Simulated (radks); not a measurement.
Bi2+, configuration [Hg] 6p1 (the NIST ground configuration).

Method: scalar-relativistic Kohn-Sham, PBEsol, spin-polarised, spherical densities, finite nucleus; open shells are filled with parallel spins first (spin-orbit coupling, left out, can overturn this in heavy ions); Fermi nuclear charge, rms radius 5.5211 fm; computed with a radial shooting solver on a logarithmic mesh with Libxc functionals.

Energy parts (eV):
total: -585527.28
kinetic: 663566.25
electron-nucleus: -1461894.88
Hartree: 223367.71
exchange-correlation: -10566.35

Orbitals (lengths in bohr, moments of r in powers of bohr; r(90%) holds 90 % of the orbital's charge):
| orbital | occ. | eigenvalue (eV) | r(90%) | <1/r> |
|---|---|---|---|---|
| 1s up | 1 | -90604.12 | 0.0290 | 103.2 |
| 1s down | 1 | -90604.10 | 0.0290 | 103.2 |
| 2s up | 1 | -16295.55 | 0.103 | 24.25 |
| 2s down | 1 | -16295.54 | 0.103 | 24.25 |
| 2p up | 3 | -13950.23 | 0.0988 | 21.22 |
| 2p down | 3 | -13950.21 | 0.0988 | 21.22 |
| 3s up | 1 | -3946.885 | 0.252 | 8.985 |
| 3s down | 1 | -3946.875 | 0.252 | 8.985 |
| 3p up | 3 | -3276.454 | 0.260 | 8.108 |
| 3p down | 3 | -3276.443 | 0.260 | 8.108 |
| 3d up | 5 | -2601.076 | 0.244 | 7.603 |
| 3d down | 5 | -2601.066 | 0.244 | 7.603 |
| 4s up | 1 | -919.0732 | 0.540 | 3.877 |
| 4s down | 1 | -919.0575 | 0.540 | 3.877 |
| 4p up | 3 | -699.2724 | 0.583 | 3.479 |
| 4p down | 3 | -699.2552 | 0.583 | 3.479 |
| 4d up | 5 | -447.5451 | 0.628 | 3.131 |
| 4d down | 5 | -447.5258 | 0.628 | 3.131 |
| 5s up | 1 | -175.2785 | 1.18 | 1.646 |
| 5s down | 1 | -175.2350 | 1.18 | 1.646 |
| 4f up | 7 | -170.2980 | 0.698 | 2.745 |
| 4f down | 7 | -170.2760 | 0.698 | 2.745 |
| 5p up | 3 | -113.4383 | 1.36 | 1.411 |
| 5p down | 3 | -113.3918 | 1.36 | 1.411 |
| 5d up | 5 | -44.6144 | 1.85 | 1.067 |
| 5d down | 5 | -44.4554 | 1.83 | 1.071 |
| 6s up | 1 | -31.1416 | 2.98 | 0.6178 |
| 6s down | 1 | -30.3601 | 2.96 | 0.6234 |
| 6p up | 1 | -19.6583 | 3.77 | 0.4832 |
| 6p down | 0 | -18.7096 | 3.79 | 0.4842 |

The highest occupied level is 6p up at -19.658 eV. The density falls to 0.001 e/bohr^3 at r = 3.91 bohr.
